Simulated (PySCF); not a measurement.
Se²⁺: excitation energy

Se²⁺ [Ar] 3d10 4s2 4p2 (3P) → Se²⁺ [Ar] 3d10 4s2 4p1 4d1 (high-spin determinant), as a difference of total energies. Calculation: PySCF 2.14, in x2c-TZVPPall with one added diffuse shell each of s, p, d type (7s6p5d1f, 57 functions); the spin-free X2C one-electron Hamiltonian (Gaussian nucleus). Correlated levels: valence: [Ar] 3d10 frozen; valence and next inner shell: [Ne] frozen. The calculations carry no spin-orbit coupling.

| method | excitation energy (eV) |
| --- | --- |
| UHF | 16.050 |
| LDA | 15.045 |
| PBE | 14.855 |
| PBE0 | 15.248 |
| r2SCAN | 15.438 |
| r2SCANh | 15.523 |
| wB97M-V | 15.305 |
| B3LYP | 15.132 |
| MP2 (valence) | 15.698 |
| SCS-MP2 (valence) | 15.658 |
| MP2 (valence and next inner shell) | 15.759 |
| SCS-MP2 (valence and next inner shell) | 15.691 |

Task: How much does correlation contribute at MP2 (valence and next inner shell)?

Result: 15.759 − (16.050) = -0.291 eV, measured against UHF.

A first-order spin-orbit estimate (lowest level to lowest level, LS coupling) adds 0.072 eV.

The promoted electron is Rydberg-like, and one or two diffuse shells describe it only roughly, which tends to raise the upper state.

The determinant of the upper state mixes LS terms, which raises its energy above the lowest term, most at the Hartree-Fock and MP2 levels.
